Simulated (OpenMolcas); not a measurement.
4s2 4p2 along the 32-electron sequence

* Program: OpenMolcas
* Method: SS-CASPT2, IPEA 0.25 Eh, imaginary shift 0.1 Eh
* Basis: ANO-R3
* Scalar Hamiltonian: X2C, finite nucleus
* Spin-orbit coupling: RASSI with atomic mean-field integrals over the reference wave functions, term energies averaged over their components

Active space for each ion: 4 electrons in 4 orbitals (4s 4p); closed shells correlated by CASPT2: 3d.

Computed levels in cm-1 above 3P0:

```json
{"Level": "3P1", "Ge": "490", "As+": "940", "Se2+": "1544", "Br3+": "2320", "Kr4+": "3310"}
{"Level": "3P2", "Ge": "1244", "As+": "2260", "Se2+": "3520", "Br3+": "5020", "Kr4+": "6810"}
{"Level": "1D2", "Ge": "6850", "As+": "9690", "Se2+": "12290", "Br3+": "15250", "Kr4+": "18430"}
{"Level": "1S0", "Ge": "15930", "As+": "22050", "Se2+": "27410", "Br3+": "32740", "Kr4+": "38060"}
{"Level": "weight of 3P in the lowest level (%)", "Ge": "99", "As+": "99", "Se2+": "99", "Br3+": "98", "Kr4+": "97"}
```

Measured, with the error of the calculation in %. Measured levels: Ge, As+ from NIST Handbook of Basic Atomic Spectroscopic Data; Se2+ from Moore, Atomic Energy Levels, vol. II, NSRDS-NBS 35 (1971 reprint of NBS Circular 467, 1952); Kr4+ from Saloman, J. Phys. Chem. Ref. Data 36, 215 (2007).

```
Level            Ge           As+          Se2+          Kr4+
  3P1   557 (-12.0)  1063 (-11.6)  1741 (-11.3)  3743 (-11.6)
  3P2  1410 (-11.8)  2541 (-10.9)  3937 (-10.6)  7595 (-10.3)
  1D2   7125 (-3.9)  10096 (-4.0)  13032 (-5.7)  19723 (-6.6)
  1S0  16367 (-2.7)  22599 (-2.4)                39204 (-2.9)
```

The fine-structure level 3P2 changes by a factor of 5.47 from Ge to Kr4+. Its fourth root runs 5.94, 6.89, 7.70, 8.42, 9.08, with steps per unit of Z of 0.96, 0.81, 0.71, 0.67; equal steps would mean a (Z - σ)^4 law with constant σ.

1D2 changes by a factor of 2.69 over the same range, with steps per unit of Z of +2840, +2600, +2960, +3180 cm-1.

Term energies are means over components that CASPT2 splits; among the terms shown or strongly mixed into the levels shown the widest spread is 17 cm-1 (4s2 4p2 1D, Ge). Over all roots computed the reference weight is 0.86 to 0.95 in Ge, 0.85 to 0.96 in As+, 0.85 to 0.96 in Se2+, 0.85 to 0.97 in Br3+, 0.86 to 0.97 in Kr4+; the roots of lowest weight are the least certain, and an intruder state may touch them. Measured partners are found by configuration, term and J. A level has none where our copy of the source lacks it or the pairing is in doubt (some pairs that miss far off the trend of their configuration count as doubtful), and it then counts in no deviation. Levels of configurations outside the active space are missing.
